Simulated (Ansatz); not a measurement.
C₂H₈ClGeNSi, SMILES `C=C[N]([GeH3])[SiH2]Cl`. Charge 0, multiplicity 1. The structure was optimised at the PBE0-D4/def2-TZVP level. It is one conformer, not always the lowest.

```xyz
14

C     0.350   -1.451    1.636
C     0.851   -0.568    0.774
N     0.138    0.265   -0.087
Ge   -1.724    0.166   -0.089
Si    0.975    1.185   -1.270
Cl    1.209    0.173   -3.051
H     1.017   -2.023    2.265
H    -0.713   -1.636    1.747
H     1.931   -0.446    0.717
H    -2.174    1.171   -1.154
H    -2.159   -1.262   -0.448
H    -2.231    0.550    1.307
H     2.335    1.476   -0.763
H     0.196    2.400   -1.582
```

Question: What is the dipole moment at r2SCAN/def2-TZVPP? (An estimate is asked.)

Answer: Ansatz gave: 1.48 D, with components (-0.87, 0.61, 1.03) D in this frame, pointing from negative to positive charge.

Question: And with PBE, B3LYP, ωB97M-V? (Best estimate.)

Answer: Ansatz gave: PBE 1.44 D, B3LYP 1.49 D, ωB97M-V 1.50 D.

Question: Give the Mulliken charges with r2SCAN, PBE, ωB97M-V in def2-TZVPP. (Estimate.)

Answer: Ansatz gave: 
| atom | r2SCAN | PBE | ωB97M-V |
| --- | --- | --- | --- |
| C1 | -0.27 | -0.25 | -0.28 |
| C2 | 0.06 | 0.00 | 0.05 |
| N3 | -0.33 | -0.20 | -0.35 |
| Ge4 | 0.18 | 0.14 | 0.08 |
| Si5 | 0.51 | 0.38 | 0.37 |
| Cl6 | -0.26 | -0.23 | -0.22 |
| H7 | 0.08 | 0.09 | 0.09 |
| H8 | 0.07 | 0.07 | 0.08 |
| H9 | 0.08 | 0.08 | 0.09 |
| H10 | 0.02 | 0.02 | 0.05 |
| H11 | 0.01 | 0.01 | 0.04 |
| H12 | 0.01 | 0.01 | 0.04 |
| H13 | -0.07 | -0.06 | -0.02 |
| H14 | -0.07 | -0.05 | -0.02 |

B3LYP here is the variant with VWN-RPA as its local correlation; programs differ in this.
